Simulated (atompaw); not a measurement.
What the settings do to the PAW (atompaw) potential of Ge

Base potential:

Ge (Z = 32), PAW, made with atompaw 4.2.0.5 (PBE, scalar-relativistic). Core [Ar] 3d10, reference 4s2 4p1.5 (charge +0.5). Waves: 4s (bound): rc 1.55 bohr; 4s channel at 0.05 Ry: rc 1.55 bohr; 4p (bound): rc 1.60 bohr; 4p channel at -0.15 Ry: rc 1.60 bohr. Local part: bessel scheme, radius 1.10 bohr. Core correction: smooth core density matched at 1.05 bohr. Augmentation charge: sinc compensation charge, radius 1.50 bohr; PAW radius 1.60 bohr; waves and projectors: custom rrkj vanderbiltortho.

Cutoffs, loose and tight: the cutoffs (Ry, on a coarse ladder) from which the occupation-weighted sum of valence levels, in a spherical-Bessel basis at the reference potential, stays within 10 and 1 mRy of its value at 400 Ry. They see the waves, projectors and local potential, not the compensation charge or the core. A dash means not determined.

A true bound ghost makes a file unfit for plane-wave use even where its test errors are small: the radial tests pick states by their node count and pass the ghost by.

```tsv
change	outcome	cutoff, loose	cutoff, tight	bound ghosts
base	generated	15 Ry	25 Ry	none
all radii scaled by about 0.76 (s 1.18, p 1.20 bohr); local potential bessel scheme, radius 0.84 bohr; augmentation sinc compensation charge, radius 1.14 bohr; PAW radius 1.20 bohr; waves and projectors: custom rrkj vanderbiltortho; core correction smooth core density matched at 0.80 bohr	generated	90 Ry	140 Ry	s, p, d
all radii scaled by about 0.83 (s 1.28, p 1.32 bohr); local potential bessel scheme, radius 0.90 bohr; augmentation sinc compensation charge, radius 1.24 bohr; PAW radius 1.32 bohr; waves and projectors: custom rrkj vanderbiltortho; core correction smooth core density matched at 0.86 bohr	failed: atompaw: The overlap operator has at least one negative eigenvalue!	–	–	–
all radii scaled by about 0.88 (s 1.36, p 1.42 bohr); local potential bessel scheme, radius 0.98 bohr; augmentation sinc compensation charge, radius 1.32 bohr; PAW radius 1.42 bohr; waves and projectors: custom rrkj vanderbiltortho; core correction smooth core density matched at 0.92 bohr	failed: atompaw: The overlap operator has at least one negative eigenvalue!	–	–	–
all radii scaled by about 1.09 (s 1.70, p 1.74 bohr); local potential bessel scheme, radius 1.20 bohr; augmentation sinc compensation charge, radius 1.64 bohr; PAW radius 1.74 bohr; waves and projectors: custom rrkj vanderbiltortho; core correction smooth core density matched at 1.14 bohr	generated	10 Ry	18 Ry	none
all radii scaled by about 1.14 (s 1.78, p 1.82 bohr); local potential bessel scheme, radius 1.26 bohr; augmentation sinc compensation charge, radius 1.72 bohr; PAW radius 1.82 bohr; waves and projectors: custom rrkj vanderbiltortho; core correction smooth core density matched at 1.20 bohr	generated	8 Ry	12 Ry	none
all radii scaled by about 1.23 (s 1.90, p 1.96 bohr); local potential bessel scheme, radius 1.36 bohr; augmentation sinc compensation charge, radius 1.84 bohr; PAW radius 1.96 bohr; waves and projectors: custom rrkj vanderbiltortho; core correction smooth core density matched at 1.28 bohr	generated	6 Ry	12 Ry	none
all radii scaled by about 1.29 (s 2.00, p 2.06 bohr); local potential bessel scheme, radius 1.42 bohr; augmentation sinc compensation charge, radius 1.94 bohr; PAW radius 2.06 bohr; waves and projectors: custom rrkj vanderbiltortho; core correction smooth core density matched at 1.36 bohr	generated	6 Ry	12 Ry	none
```

(1) What comes out with this change to the base: all radii scaled by about 0.96 (s 1.48, p 1.54 bohr); local potential bessel scheme, radius 1.06 bohr; augmentation sinc compensation charge, radius 1.44 bohr; PAW radius 1.54 bohr; waves and projectors: custom rrkj vanderbiltortho; core correction smooth core density matched at 1.00 bohr?

Results:

(1) outcome: generated; cutoff, loose: 12 Ry; cutoff, tight: 30 Ry; bound ghosts: p, s.

Reading the sweep of the scale of all radii (base = 1) (base included, trends over the rows without a ghost): The loose cutoff falls from 15 Ry at 1 to 6 Ry at 1.29. A larger radius leaves more room for a smooth pseudo-wave, so fewer plane waves are needed; a smaller one forces it to follow the all-electron wave where it bends sharply. Bound ghosts are found at 0.76, 0.96. The generation fails at 0.83, 0.88.
